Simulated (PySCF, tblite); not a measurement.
C₆H₆ClOP.
Atom-mapped SMILES: `[Cl:1][c:2]1[p:3][cH:4][o:5][c:6]1[CH:7]1[CH2:8][CH2:9]1` (hydrogens: H10 on C4; H11 on C7; H12, H13 on C8; H14, H15 on C9)

Structure used (GFN2-xTB), in Å, numbered top down from 1:
```xyz
15
C6H6ClOP angstrom
Cl     1.016    3.039    0.426
C      1.478    1.400    0.201
P      3.158    0.830    0.123
C      2.498   -0.728   -0.101
O      1.162   -0.815   -0.114
C      0.579    0.378    0.056
C     -0.886    0.453    0.064
C     -1.686   -0.682    0.652
C     -1.681   -0.471   -0.824
H      3.014   -1.661   -0.237
H     -1.253    1.460    0.208
H     -2.574   -0.432    1.211
H     -1.137   -1.524    1.045
H     -2.565   -0.072   -1.296
H     -1.128   -1.167   -1.435
```

The calculation used B3LYP/def2-SVPD in PySCF (dipole) on a GFN2-xTB geometry, gas phase.

Masses are those of the commonest isotopes; rigid-rotor values at the optimised geometry. The values belong to one conformer with, in the numbering `[Cl:1][c:2]1[p:3][cH:4][o:5][c:6]1[CH:7]1[CH2:8][CH2:9]1`, O5–C6–C7–C8 35°.

Question: What are A, B and C (GHz)?

Answer: Ia = 296.97, Ib = 500.10, Ic = 757.61 u·Å²; 505379 MHz·u·Å²/I gives 1702, 1011 and 667.1 MHz, that is A = 1.7018, B = 1.0106, C = 0.6671 GHz.

Question: Classify the top.

Answer: An asymmetric top; Ray's κ = -0.336.

Question: Is it planar, by Δ = Ic − Ia − Ib?

Answer: Not planar: Δ = Ic − Ia − Ib = -39.46 u·Å². For a rigid frame Δ = −2 Σ m c², so Σ m c² = 19.73 u·Å² lies off the ab plane: 6.40 from hydrogen and 13.33 from heavier atoms. The atom farthest from that plane is 1.27 Å away.

Question: Give the other two planar moments, Paa and Pbb, and the rms extents of the mass along the axes.

Answer: Paa = Σ m a² = (Ib + Ic − Ia)/2 = 480.37 and Pbb = Σ m b² = (Ia + Ic − Ib)/2 = 277.24 u·Å². With the mass M = 159.98 u, the rms extents √(P/M) along a, b and c are 1.73, 1.32, 0.35 Å.

Question: Which types of transition are allowed, and where do some lines up to J = 4 fall?

Answer: The dipole components are |μa| = 2.20 D, |μb| = 0.77 D, |μc| = 0.00 D; the mirror of this Cs structure is the ab plane, so μc vanishes by symmetry and there are no c-type lines. Intensities carry the squares of the components, which stand as 1.00 : 0.12 (a : b). Some lines, for components of 0.1 D or more:

```json
{"type": "a", "branch": "Q", "J(Ka,Kc)": "1(1,0) ← 1(1,1)", "MHz": "343", "lower level (cm⁻¹)": "0.079"}
{"type": "a", "branch": "Q", "J(Ka,Kc)": "3(2,1) ← 3(2,2)", "MHz": "453", "lower level (cm⁻¹)": "0.451"}
{"type": "a", "branch": "Q", "J(Ka,Kc)": "2(1,1) ← 2(1,2)", "MHz": "1030", "lower level (cm⁻¹)": "0.179"}
{"type": "b", "branch": "Q", "J(Ka,Kc)": "1(1,0) ← 1(0,1)", "MHz": "1035", "lower level (cm⁻¹)": "0.056"}
{"type": "a", "branch": "Q", "J(Ka,Kc)": "4(2,2) ← 4(2,3)", "MHz": "1161", "lower level (cm⁻¹)": "0.672"}
{"type": "b", "branch": "Q", "J(Ka,Kc)": "3(2,1) ← 3(1,2)", "MHz": "2086", "lower level (cm⁻¹)": "0.396"}
{"type": "b", "branch": "Q", "J(Ka,Kc)": "4(2,2) ← 4(1,3)", "MHz": "2290", "lower level (cm⁻¹)": "0.634"}
{"type": "b", "branch": "Q", "J(Ka,Kc)": "3(2,2) ← 3(1,3)", "MHz": "3675", "lower level (cm⁻¹)": "0.328"}
{"type": "b", "branch": "R", "J(Ka,Kc)": "3(0,3) ← 2(1,2)", "MHz": "4232", "lower level (cm⁻¹)": "0.179"}
{"type": "b", "branch": "Q", "J(Ka,Kc)": "3(3,1) ← 3(2,2)", "MHz": "4370", "lower level (cm⁻¹)": "0.451"}
{"type": "a", "branch": "R", "J(Ka,Kc)": "3(0,3) ← 2(0,2)", "MHz": "4679", "lower level (cm⁻¹)": "0.165"}
{"type": "a", "branch": "R", "J(Ka,Kc)": "3(2,2) ← 2(2,1)", "MHz": "5033", "lower level (cm⁻¹)": "0.283"}
{"type": "a", "branch": "R", "J(Ka,Kc)": "3(2,1) ← 2(2,0)", "MHz": "5386", "lower level (cm⁻¹)": "0.286"}
{"type": "a", "branch": "R", "J(Ka,Kc)": "3(1,2) ← 2(1,1)", "MHz": "5474", "lower level (cm⁻¹)": "0.214"}
{"type": "b", "branch": "R", "J(Ka,Kc)": "4(1,3) ← 3(2,2)", "MHz": "5503", "lower level (cm⁻¹)": "0.451"}
{"type": "b", "branch": "R", "J(Ka,Kc)": "2(2,1) ← 1(1,0)", "MHz": "5772", "lower level (cm⁻¹)": "0.090"}
{"type": "b", "branch": "Q", "J(Ka,Kc)": "4(4,0) ← 4(3,1)", "MHz": "5787", "lower level (cm⁻¹)": "0.830"}
{"type": "b", "branch": "Q", "J(Ka,Kc)": "4(4,1) ← 4(3,2)", "MHz": "5910", "lower level (cm⁻¹)": "0.826"}
{"type": "b", "branch": "R", "J(Ka,Kc)": "2(2,0) ← 1(1,1)", "MHz": "6216", "lower level (cm⁻¹)": "0.079"}
{"type": "a", "branch": "R", "J(Ka,Kc)": "4(3,1) ← 3(3,0)", "MHz": "6973", "lower level (cm⁻¹)": "0.597"}
{"type": "b", "branch": "R", "J(Ka,Kc)": "3(2,2) ← 2(1,1)", "MHz": "7107", "lower level (cm⁻¹)": "0.214"}
{"type": "a", "branch": "R", "J(Ka,Kc)": "4(1,3) ← 3(1,2)", "MHz": "7135", "lower level (cm⁻¹)": "0.396"}
{"type": "b", "branch": "R", "J(Ka,Kc)": "3(2,1) ← 2(1,2)", "MHz": "8590", "lower level (cm⁻¹)": "0.179"}
{"type": "b", "branch": "R", "J(Ka,Kc)": "4(3,1) ← 3(2,2)", "MHz": "11362", "lower level (cm⁻¹)": "0.451"}
{"type": "b", "branch": "R", "J(Ka,Kc)": "4(2,2) ← 3(1,3)", "MHz": "11467", "lower level (cm⁻¹)": "0.328"}
```

Question: Estimate the classical rotational partition function at 25 K, 50 K and 100 K.

Answer: Point group Cs, symmetry number σ = 1; q = (√π/σ)·√((kT/h)³/(ABC)), k/h = 20836.6 MHz/K: 19700 at 25 K, 55600 at 50 K, 157000 at 100 K.

Its GFN2-xTB frequencies are all real (lowest 46 cm⁻¹). These are rigid-rotor constants of the computed structure; measured ground-state constants (B0) also hold zero-point vibration. Quadrupole hyperfine structure (35Cl) is left out.
